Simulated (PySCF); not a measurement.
# Exercise with solution: oscillator strength and radiative lifetime

ethenoxy(silyl)silane (C2H8OSi2), SMILES C=CO[SiH2][SiH3].

Coordinates come from a PBE0-D3(BJ)/def2-SVP optimisation. Other conformers were not sampled.

TDDFT-PBE/def2-SVPD (PySCF) puts the first singlet state with f over 0.02 at 5.59 eV (vertical), with the transition dipole (-0.394, 0.052, -0.283) in atomic units.

Problem. Find the oscillator strength, the wavelength and the radiative lifetime that this transition would have in vacuum if emission retraced absorption.

Solution. 
|μ|² = 0.2380 au, so |μ| = 1.24 D. ΔE = 5.59/27.211 = 0.2054 hartree. f = (2/3) ΔE |μ|² = 0.033 (the program prints 0.033).
λ = 1239.84/5.59 = 222 nm; ν = 45086 cm⁻¹.
Einstein's coefficient A = 0.6670 ν² f s⁻¹ (ν in cm⁻¹) = 4.4e7 s⁻¹, so τ = 1/A = 23 ns. This state is S3; the lower singlets have f = 0.001, 0.010. The figure is the radiative limit of this one transition; relaxation, internal conversion, crossing to triplets and a medium change what is measured.
